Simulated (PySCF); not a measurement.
How methods differ on the ionisation energy of In²⁺

In²⁺ [Kr] 4d10 5s1 [5s1/2^1, M_J = 1/2] → In³⁺ [Kr] 4d10, as a difference of total energies. All numbers are calculated (PySCF 2.14, the two-component X2C-1e Hamiltonian, in x2c-TZVPall-2c (8s9p5d2f, 74 functions)). Correlated levels: [Ar] 3d10 frozen; the 6 highest virtual spinors dropped. "Screened" scales the spin-orbit matrix elements by Boettger's factors to mimic the two-electron term; Breit and QED terms are absent.

```tsv
method	ionisation energy (eV)
GHF (spin-free)	26.664
GMP2 (spin-free)	27.935
GHF (screened spin-orbit)	26.667
GMP2 (screened spin-orbit)	27.938
```

Problem. How much does correlation contribute at GMP2 (screened spin-orbit)?

Solution. 27.938 − (26.667) = 1.271 eV, measured against GHF (screened spin-orbit).

Errors of the correlated levels include the incompleteness of this basis and the frozen core.

For comparison: 28.044 eV (measured; NIST Atomic Spectra Database, ionization energies).
